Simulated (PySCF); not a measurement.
## Calculated data, BFH2NSi, BH5NSi2, CH4Al2B, Al2BH3N and others

Computed with PySCF 2.14.0. Calculation on a computer-drawn molecule: optimised geometry and harmonic frequencies of an isolated molecule of the commonest isotopes, restricted reference for singlets and unrestricted otherwise, frozen core in MP2.

```json
{"entry": 1, "formula": "BFH2NSi", "start_structure": {"atoms_angstrom": [["B", -1.6894, -0.9042, -2.6912], ["N", -1.175, 0.1767, -2.4521], ["Si", -0.6771, 1.8279, -2.0491], ["F", -1.4595, 1.9872, -0.5553], ["H", -2.2069, -1.9499, -3.0568], ["H", 0.6996, 1.4322, -1.4452]]}, "given": {"charge": -1, "multiplicity": 1, "method": "HF", "basis": "aug-cc-pV(D+d)Z", "drawn_bonds_atom": [1, 2, 3, 1, 3], "drawn_bonds_other_atom": [2, 3, 4, 5, 6], "drawn_bonds_order": [2, 1, 1, 1, 1]}, "results": {"optimised_atom_element": ["B", "N", "Si", "F", "H", "H"], "optimised_atom_x [angstrom]": [-1.717, -1.251, -0.6637, -1.428, -2.162, 0.7141], "optimised_atom_y [angstrom]": [-0.9319, 0.1503, 1.835, 2.054, -1.963, 1.426], "optimised_atom_z [angstrom]": [-2.741, -2.377, -2.033, -0.5393, -3.089, -1.471], "modes_frequency [cm^-1]": [139.5, 216.2, 342.1, 560.4, 694.5, 783.8, 816.7, 843.0, 881.9, 1906, 1977, 2916], "modes_reduced_mass [dalton]": [4.439, 3.566, 8.724, 11.21, 20.83, 1.367, 1.354, 1.084, 1.182, 1.048, 4.65, 1.215], "rotational_constants [GHz]": [16.83, 3.706, 3.12], "total_energy [hartree]": -468.7696, "convergence_status_largest_gradient_component [hartree/bohr]": 2.945e-05}}
{"entry": 2, "formula": "BFH2NSi", "start_structure": {"atoms_angstrom": [["B", -1.7175, -0.9319, -2.7406], ["N", -1.2511, 0.1503, -2.3768], ["Si", -0.6637, 1.8354, -2.0331], ["F", -1.4282, 2.0536, -0.5393], ["H", -2.1619, -1.9631, -3.0888], ["H", 0.7141, 1.4255, -1.4711]]}, "given": {"charge": -1, "multiplicity": 1, "method": "MP2", "basis": "aug-cc-pV(D+d)Z", "drawn_bonds_atom": [1, 2, 3, 1, 3], "drawn_bonds_other_atom": [2, 3, 4, 5, 6], "drawn_bonds_order": [2, 1, 1, 1, 1]}, "results": {"optimised_atom_element": ["B", "N", "Si", "F", "H", "H"], "optimised_atom_x [angstrom]": [-1.724, -1.241, -0.6522, -1.431, -2.174, 0.7135], "optimised_atom_y [angstrom]": [-0.9624, 0.153, 1.872, 2.088, -1.999, 1.417], "optimised_atom_z [angstrom]": [-2.753, -2.376, -2.036, -0.5057, -3.105, -1.473], "modes_frequency [cm^-1]": [127.3, 203.1, 307.7, 513.7, 637.6, 646.2, 692.0, 787.6, 823.7, 1753, 1898, 2831], "modes_reduced_mass [dalton]": [4.716, 3.739, 8.967, 11.19, 1.478, 8.986, 1.333, 1.076, 1.169, 5.507, 1.042, 1.175], "rotational_constants [GHz]": [16.11, 3.564, 2.997], "total_energy [hartree]": -469.3439, "convergence_status_largest_gradient_component [hartree/bohr]": 3.961e-05}}
{"entry": 3, "formula": "BH5NSi2", "start_structure": {"atoms_angstrom": [["B", -1.7021, -2.4784, 0.3111], ["N", -1.2253, -1.5034, -0.2597], ["Si", -0.6327, -0.0418, -0.8356], ["Si", -0.682, -0.5583, -3.1914], ["H", -2.0868, -3.4583, 0.875], ["H", -1.5851, 1.1311, -0.6538], ["H", 0.7608, 0.1607, -0.4263], ["H", -1.7768, -0.4133, -4.1263], ["H", 0.3762, -1.2634, -3.96]]}, "given": {"charge": 1, "multiplicity": 1, "method": "HF", "basis": "cc-pV(D+d)Z", "drawn_bonds_atom": [1, 2, 3, 1, 3, 3, 4, 4], "drawn_bonds_other_atom": [2, 3, 4, 5, 6, 7, 8, 9], "drawn_bonds_order": [2, 1, 1, 1, 1, 1, 1, 1]}, "results": {"optimised_atom_element": ["B", "N", "Si", "Si", "H", "H", "H", "H", "H"], "optimised_atom_x [angstrom]": [-1.7, -1.258, -0.645, -0.6574, -2.114, -1.529, 0.7557, -1.833, 0.4267], "optimised_atom_y [angstrom]": [-2.515, -1.506, -0.04181, -0.561, -3.466, 1.117, 0.2286, -0.4115, -1.27], "optimised_atom_z [angstrom]": [0.3121, -0.2906, -0.8284, -3.193, 0.8536, -0.6742, -0.4904, -4.065, -3.891], "modes_frequency [cm^-1]": [55.75, 63.98, 173.7, 197.2, 365.4, 398.0, 641.9, 656.6, 762.6, 788.9, 835.0, 837.9, 876.0, 1018, 1056, 1921, 2373, 2388, 2398, 2405, 3007], "modes_reduced_mass [dalton]": [4.053, 1.059, 3.23, 4.079, 1.037, 7.263, 1.259, 1.245, 1.11, 6.154, 1.352, 1.405, 1.122, 1.068, 1.076, 5.574, 1.031, 1.027, 1.055, 1.056, 1.18], "rotational_constants [GHz]": [8.226, 2.502, 2.01], "total_energy [hartree]": -659.6742, "convergence_status_largest_gradient_component [hartree/bohr]": 3.36e-05}}
{"entry": 4, "formula": "CH4Al2B", "start_structure": {"atoms_angstrom": [["B", -2.3504, -0.8682, 0.6172], ["C", -1.332, -1.3339, 1.4529], ["Al", 0.3863, -1.2228, 0.8764], ["Al", 2.8574, -1.8588, 1.7019], ["H", -3.1546, -0.3789, -0.1613], ["H", -1.4003, -1.7854, 2.4261], ["H", 1.1618, -0.5901, -0.4799], ["H", 4.0263, -2.4471, 2.5566]]}, "given": {"charge": 1, "multiplicity": 1, "method": "HF", "basis": "cc-pV(D+d)Z", "drawn_bonds_atom": [1, 2, 3, 1, 2, 3, 4], "drawn_bonds_other_atom": [2, 3, 4, 5, 6, 7, 8], "drawn_bonds_order": [2, 1, 1, 1, 1, 1, 1]}, "results": {"optimised_atom_element": ["B", "C", "Al", "Al", "H", "H", "H", "H"], "optimised_atom_x [angstrom]": [-2.274, -1.133, 0.5221, 2.638, -3.191, -1.206, 0.9794, 3.86], "optimised_atom_y [angstrom]": [-0.8874, -1.327, -1.061, -1.977, -0.4914, -1.808, -0.4252, -2.508], "optimised_atom_z [angstrom]": [0.7158, 1.378, 0.535, 1.952, 0.09898, 2.351, -0.8152, 2.774], "modes_frequency [cm^-1]": [81.17, 98.0, 177.5, 303.6, 364.7, 386.3, 465.4, 527.3, 603.4, 710.2, 802.1, 820.0, 1007, 1509, 2069, 2074, 2958, 3316], "modes_reduced_mass [dalton]": [2.699, 3.967, 3.27, 6.373, 1.118, 1.23, 1.388, 1.157, 1.079, 4.106, 1.294, 1.272, 1.446, 6.006, 1.045, 1.044, 1.13, 1.089], "rotational_constants [GHz]": [17.4, 1.706, 1.553], "total_energy [hartree]": -548.4298, "convergence_status_largest_gradient_component [hartree/bohr]": 2.735e-05}}
{"entry": 5, "formula": "Al2BH3N", "start_structure": {"atoms_angstrom": [["B", 1.728, -1.5932, -3.7418], ["N", 0.7708, -1.0352, -3.0529], ["Al", -0.5656, -0.2012, -2.2759], ["Al", -2.3012, 1.1371, -0.7896], ["H", 2.5607, -2.0463, -4.2422], ["H", -3.3678, 0.5684, -2.0477], ["H", -3.1593, 2.0124, 0.2767]]}, "given": {"charge": 0, "multiplicity": 2, "method": "HF", "basis": "cc-pV(D+d)Z", "drawn_bonds_atom": [1, 2, 3, 1, 4, 4], "drawn_bonds_other_atom": [2, 3, 4, 5, 6, 7], "drawn_bonds_order": [2, 1, 1, 1, 1, 1]}, "results": {"optimised_atom_element": ["B", "N", "Al", "Al", "H", "H", "H"], "optimised_atom_x [angstrom]": [1.591, 0.7439, -0.4124, -2.44, 2.384, -3.912, -2.289], "optimised_atom_y [angstrom]": [-1.529, -0.6454, 0.6769, 0.7562, -2.36, 0.4692, 1.474], "optimised_atom_z [angstrom]": [-3.413, -3.162, -2.878, -1.22, -3.647, -1.744, 0.19], "modes_frequency [cm^-1]": [71.32, 110.7, 169.9, 186.8, 291.1, 335.4, 520.0, 687.1, 821.0, 823.8, 837.5, 1926, 1947, 1947, 2978], "modes_reduced_mass [dalton]": [4.817, 1.226, 3.197, 4.867, 10.46, 1.117, 1.221, 9.907, 1.356, 1.077, 1.357, 3.622, 1.124, 1.061, 1.188], "rotational_constants [GHz]": [19.02, 1.643, 1.546], "total_energy [hartree]": -564.7360, "spin_squared": 0.8029, "convergence_status_largest_gradient_component [hartree/bohr]": 3.095e-05}}
{"entry": 6, "formula": "Al2BH3N", "start_structure": {"atoms_angstrom": [["B", 1.5906, -1.5286, -3.4131], ["N", 0.7439, -0.6454, -3.1618], ["Al", -0.4124, 0.6769, -2.8778], ["Al", -2.4396, 0.7562, -1.2198], ["H", 2.3842, -2.3599, -3.6468], ["H", -3.9117, 0.4692, -1.7441], ["H", -2.2894, 1.4736, 0.19]]}, "given": {"charge": 0, "multiplicity": 2, "method": "MP2", "basis": "cc-pV(D+d)Z", "drawn_bonds_atom": [1, 2, 3, 1, 4, 4], "drawn_bonds_other_atom": [2, 3, 4, 5, 6, 7], "drawn_bonds_order": [2, 1, 1, 1, 1, 1]}, "results": {"optimised_atom_element": ["B", "N", "Al", "Al", "H", "H", "H"], "optimised_atom_x [angstrom]": [1.651, 0.7496, -0.4654, -2.489, 2.482, -3.947, -2.315], "optimised_atom_y [angstrom]": [-1.55, -0.7017, 0.582, 0.759, -2.34, 0.5407, 1.552], "optimised_atom_z [angstrom]": [-3.453, -3.137, -2.784, -1.179, -3.74, -1.764, 0.183], "modes_frequency [cm^-1]": [48.18, 106.9, 156.4, 160.3, 285.2, 330.9, 507.4, 650.3, 714.3, 735.4, 771.8, 1781, 1933, 1948, 2896], "modes_reduced_mass [dalton]": [5.318, 1.672, 4.93, 1.99, 9.527, 1.124, 1.214, 9.816, 1.33, 1.334, 1.084, 5.682, 1.026, 1.06, 1.171], "rotational_constants [GHz]": [23.11, 1.571, 1.504], "total_energy [hartree]": -565.0783, "spin_squared": 0.8035, "convergence_status_largest_gradient_component [hartree/bohr]": 1.472e-05}}
{"entry": 7, "formula": "B3H6Si", "start_structure": {"atoms_angstrom": [["B", -1.2336, 0.3172, -0.1749], ["B", 0.2425, -0.1834, -0.238], ["B", 1.3959, 1.0313, -0.2793], ["Si", 0.7515, -1.9463, -0.489], ["H", -1.8825, 0.3031, 0.7842], ["H", -1.765, 0.9438, -1.1077], ["H", 2.0755, 1.3158, 0.745], ["H", 1.5822, 1.7314, -1.1546], ["H", -0.0885, -3.1122, -0.5809], ["H", 2.1091, -2.5414, -0.6169]]}, "given": {"charge": 0, "multiplicity": 2, "method": "HF", "basis": "cc-pV(D+d)Z", "drawn_bonds_atom": [1, 2, 2, 1, 1, 3, 3, 4, 4], "drawn_bonds_other_atom": [2, 3, 4, 5, 6, 7, 8, 9, 10], "drawn_bonds_order": [1, 1, 1, 1, 1, 1, 1, 1, 1]}, "results": {"optimised_atom_element": ["B", "B", "B", "Si", "H", "H", "H", "H", "H", "H"], "optimised_atom_x [angstrom]": [-1.344, 0.2806, 1.519, 0.7776, -1.939, -1.964, 2.057, 1.912, -0.2292, 2.118], "optimised_atom_y [angstrom]": [0.3264, -0.05891, 1.063, -1.998, 0.3647, 0.5699, 1.393, 1.566, -2.985, -2.382], "optimised_atom_z [angstrom]": [-0.1607, -0.235, -0.2117, -0.2852, 0.8832, -1.162, 0.8119, -1.231, -0.7379, -0.7835], "modes_frequency [cm^-1]": [145.9, 164.6, 200.2, 240.2, 334.1, 364.2, 397.6, 523.7, 574.1, 605.0, 789.4, 842.1, 939.3, 1025, 1065, 1082, 1264, 1264, 2307, 2314, 2653, 2662, 2724, 2728], "modes_reduced_mass [dalton]": [2.067, 2.856, 1.214, 1.772, 1.04, 1.008, 1.49, 2.972, 1.223, 1.182, 1.909, 3.335, 1.592, 1.069, 1.583, 2.522, 1.339, 1.21, 1.029, 1.053, 1.055, 1.056, 1.121, 1.122], "rotational_constants [GHz]": [6.986, 4.018, 2.676], "total_energy [hartree]": -366.3793, "spin_squared": 0.7657, "convergence_status_largest_gradient_component [hartree/bohr]": 4.066e-05}}
{"entry": 8, "formula": "B2FH4Si", "start_structure": {"atoms_angstrom": [["B", 0.2942, -1.0784, -0.3844], ["B", -0.4831, -0.3022, 0.8163], ["F", -1.8121, 0.0931, 0.6525], ["Si", 0.1962, 0.1613, 2.4526], ["H", -0.2516, -1.3567, -1.4803], ["H", 1.3695, -1.3979, -0.3353], ["H", 1.6183, -0.0949, 2.9431], ["H", -0.3305, 0.8667, 3.6215]]}, "given": {"charge": 0, "multiplicity": 2, "method": "HF", "basis": "cc-pV(D+d)Z", "drawn_bonds_atom": [1, 2, 2, 1, 1, 4, 4], "drawn_bonds_other_atom": [2, 3, 4, 5, 6, 7, 8], "drawn_bonds_order": [1, 1, 1, 1, 1, 1, 1]}, "results": {"optimised_atom_element": ["B", "B", "F", "Si", "H", "H", "H", "H"], "optimised_atom_x [angstrom]": [0.2834, -0.4762, -1.664, 0.3658, 0.03285, 1.124, 1.473, -0.5384], "optimised_atom_y [angstrom]": [-1.079, -0.08904, 0.4812, 0.3513, -2.252, -0.6504, -0.5315, 0.6607], "optimised_atom_z [angstrom]": [-0.4262, 0.7377, 0.4746, 2.534, -0.4995, -1.17, 2.97, 3.665], "modes_frequency [cm^-1]": [153.9, 181.2, 231.6, 276.6, 335.0, 434.2, 535.0, 583.6, 757.6, 894.8, 999.0, 1045, 1249, 1311, 2304, 2318, 2668, 2735], "modes_reduced_mass [dalton]": [1.417, 1.682, 1.049, 4.621, 1.905, 1.39, 3.411, 1.351, 1.98, 2.711, 1.126, 1.789, 1.776, 2.778, 1.032, 1.051, 1.057, 1.122], "rotational_constants [GHz]": [8.021, 3.807, 2.651], "total_energy [hartree]": -440.0458, "spin_squared": 0.7666, "convergence_status_largest_gradient_component [hartree/bohr]": 1.71e-05}}
```
